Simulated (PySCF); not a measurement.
# Highest orbital energy against ionisation energy along the third row

Calculated with PySCF 2.14, no spin-orbit coupling. Each cell gives −ε(HOMO) / ΔSCF in eV; NIST values include spin-orbit coupling, (s) semi-empirical, (t) theoretical.

| species | UHF | LDA | PBE | PBE0 | r2SCAN | NIST (lowest levels) |
| --- | --- | --- | --- | --- | --- | --- |
| Al²⁺ (aug-cc-pVDZ-DK, spin-free X2C) | 28.073 / 28.058 | 24.604 / 28.768 | 24.523 / 28.783 | 25.517 / 28.663 | 24.700 / 28.365 | 28.448 |
| Si²⁺ (aug-cc-pVDZ-DK, spin-free X2C) | 32.235 / 32.057 | 28.707 / 33.623 | 28.600 / 33.501 | 29.738 / 33.366 | 28.751 / 32.974 | 33.493 |
| P²⁺ (aug-cc-pVDZ-DK, spin-free X2C) | 29.915 / 29.561 | 24.786 / 30.202 | 24.948 / 30.263 | 26.350 / 30.274 | 25.365 / 30.352 | 30.203 |
| S²⁺ (aug-cc-pVDZ-DK, spin-free X2C) | 34.673 / 34.143 | 28.839 / 34.875 | 28.936 / 34.846 | 30.551 / 34.877 | 29.432 / 35.010 | 34.86 ± 0.04 (s) |
| Cl²⁺ (aug-cc-pVDZ-DK, spin-free X2C) | 39.662 / 38.970 | 33.029 / 39.685 | 33.089 / 39.606 | 34.936 / 39.679 | 33.716 / 39.833 | 39.8 ± 0.11 (s) |
| Ar²⁺ (aug-cc-pVDZ-DK, spin-free X2C) | 40.242 / 39.300 | 34.015 / 40.813 | 34.062 / 40.690 | 35.898 / 40.676 | 34.455 / 40.607 | 40.735 ± 0.012 (s) |

Problem. How far is −ε(HOMO) from ΔSCF on average for each method, and why?

Solution. UHF 0.45 eV; LDA -5.66 eV; PBE -5.59 eV; PBE0 -4.09 eV; r2SCAN -5.12 eV. Hartree-Fock orbital energies lack relaxation and so exceed the ΔSCF value; semilocal functionals have convex E(N) from self-interaction, so their HOMO lies far too high; exact exchange moves hybrids part of the way back.
